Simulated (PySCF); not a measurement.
CdFHO. Atoms are numbered in the order given.

```xyz
4

Cd     0.0058     0.0088     0.0000
F     -0.0072     1.9550     0.0000
O     -0.1232    -1.9591     0.0000
H      0.7715    -2.3427     0.0000
```
Charge 0, spin multiplicity 1.

Geometry: PBE-D3(BJ)/def2-TZVP. The def2 effective core potentials stand for the cores of Cd; spin–orbit coupling is left out. One conformer was computed; it need not be the lowest.

All values below come from IEF-PCM-M06-2X/def2-SVP in PySCF 2.14.0.

The values are the electrostatic part of the solvation free energy, E(continuum) − E(gas) at the gas-phase geometry, in a cavity of scaled van der Waals radii (PySCF's table); cavitation and dispersion terms are not included. A continuum can't describe solvent molecules that bind to the metal. In vacuum the orbital gap is 8.79 eV. The dipole moment in vacuum is 2.12 D.

```json
[
 {"solvent": "water", "ε": "78.36", "ΔG(elec) (kcal/mol)": "-22.3", "dipole (D)": "2.38", "gap (eV)": "9.17"},
 {"solvent": "dichloromethane", "ε": "8.93", "ΔG(elec) (kcal/mol)": "-18.9", "dipole (D)": "2.34", "gap (eV)": "9.11"},
 {"solvent": "diethylether", "ε": "4.24", "ΔG(elec) (kcal/mol)": "…", "dipole (D)": "…", "gap (eV)": "…"}
]
```

Q: Complete the blanks. (The exact figures need the calculation; the answer reports its results.)

A: 
- diethylether, ΔG(elec) (kcal/mol): -15.2
- diethylether, dipole (D): 2.30
- diethylether, gap (eV): 9.04
